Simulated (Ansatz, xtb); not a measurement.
BFH3NO2: which of two isomers lies lower

Structure a: `NOB(O)F`, a singlet. Structure b: `ONB(O)F`, a singlet. Both are isolated molecules in the gas phase, relaxed with B3LYP-D3(BJ)/def2-SVP; each stands in its lowest conformer found.

Quicker runs give these differences E(b) − E(a): GFN2-xTB +3.8 kcal/mol; HF/STO-3G +10.8 kcal/mol (at GFN2-xTB geometries); r2SCAN-D4/def2-SVP +7.3 kcal/mol (at GFN2-xTB geometries).

Task: Estimate E(b) − E(a) at the level CCSD(T)/def2-SVP + ΔMP2/def2-TZVPP.

Result: Calculated at CCSD(T)/def2-SVP + ΔMP2/def2-TZVPP: E(b) − E(a) = +8.0 kcal/mol, so structure a lies lower.

How the difference moves with the method:

```csv
level,geometry,E(b) − E(a) (kcal/mol),departure from the last row (kcal/mol),"job, with rough time for the two"
GFN2-xTB,GFN2-xTB,+3.8,−4.2,"optimisation, 0.85 s"
HF/STO-3G,GFN2-xTB,+10.8,+2.8,"single point, 1 s"
r2SCAN-D4/def2-SVP,GFN2-xTB,+7.3,−0.7,"single point, 7.8 s"
B3LYP-D3(BJ)/def2-SVP,B3LYP-D3(BJ)/def2-SVP,+7.5,−0.5,"optimisation, 7.3 min"
HF/def2-SVP,B3LYP-D3(BJ)/def2-SVP,+8.2,+0.3,part of the CCSD(T) run
MP2/def2-SVP,B3LYP-D3(BJ)/def2-SVP,+8.1,+0.1,part of the CCSD(T) run
CCSD(T)/def2-SVP,B3LYP-D3(BJ)/def2-SVP,+8.6,+0.6,single point
CCSD(T)/def2-SVP + ΔMP2/def2-TZVPP,B3LYP-D3(BJ)/def2-SVP,+8.0,,"single point, 62 s"
```

As drawn, b has 1 B–N, 1 O–H in place of 1 B–O, 1 N–H.

None of the levels shown reverses the order. The largest departure from CCSD(T)/def2-SVP + ΔMP2/def2-TZVPP is that of GFN2-xTB, 4.2 kcal/mol. The last row adds to CCSD(T) the change of the MP2 difference between the two basis sets, here −0.6 kcal/mol.

With harmonic frequencies from B3LYP-D3(BJ)/def2-SVP (ideal gas, rigid rotor, one conformer each, 298.15 K, 1 atm): on the last row, ΔE + ΔZPE = +7.6, ΔH = +7.6, ΔG = +8.1 kcal/mol.

The correlated steps freeze 5 core orbitals. Mirror images aren't counted in ΔG. Codes used: Ansatz 0.2.0, xtb 6.7.1; the last row on 1 thread of AMD EPYC (Zen 3) on a shared host.
